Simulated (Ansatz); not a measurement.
Consider the cleavage of the B–Si bond: `BO[SiH2]B` + `C[SeH]` → `B[Se]C` + `BO[SiH3]`.

Gas-phase electronic energies from Ansatz, PBE0-D4/def2-TZVP geometries. CCSD(T)/CBS is the MP2 limit (def2-TZVPP, def2-QZVPP) plus CCSD(T) − MP2 in def2-TZVPP, frozen cores. DFT in def2-TZVPP. For Se outer-core shells are correlated without core-valence functions, which leaves a few kJ/mol of doubt a bond. Scalar relativity is left out up to krypton. One conformer a species, not always the lowest.

```
        level  ΔE (kJ/mol)
   r2SCANh-D4       -126.8
MP2/CBS(def2)       -137.0
```

**Question.** What does CCSD(T)/CBS give? (An estimate is asked.)

**Answer.** Computed: -127.4 kJ/mol. The listed levels differ from it by 0.6, -9.6 kJ/mol.

**Question.** What do rigid-rotor, harmonic-oscillator terms from PBE0-D4/def2-TZVP frequencies (298.15 K, 1 bar) make of the CCSD(T)/CBS value? (An estimate is asked.)

**Answer.** The calculation gave: ΔZPE = +5.9 kJ/mol, ΔH = -123.2 kJ/mol, ΔS = -8 J/(mol·K), ΔG = -120.9 kJ/mol.

Largest T1 diagnostic among the species: 0.013.

Leaving LDA and LC-ωPBE aside and taking each functional with its dispersion term where it has one, the values, not all of them listed here, spread over 9.2 kJ/mol, from PBE-QIDH to ωB97X-V. LDA lies −6.5 kJ/mol from PBE without D4. In def2-TZVPP, CCSD(T) changes the Hartree–Fock value by −14.3 kJ/mol (the triples alone add −4.3 kJ/mol) and MP2 by −23.9 kJ/mol.
